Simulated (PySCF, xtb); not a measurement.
H7Si3, SMILES [SiH]([SiH3])[SiH3] (connectivity only; charge and spin as stated), charge +1, multiplicity 1.

GFN2-xTB in xtb at its own geometry gives an orbital gap of 2.14 eV.

Coordinates come from a PBE0-D3(BJ)/def2-SVP optimisation. The multiplicity is an assumed one; other spin states were not compared. The isomer is the one that the SMILES or the coordinates give; other isomers of the formula were not compared.

Problem. What does PBE/def2-TZVPD run with PySCF give? (The exact figures need the calculation; the answer reports its results.)

Solution. gap 2.52 eV (levels -12.23 and -9.71 eV).
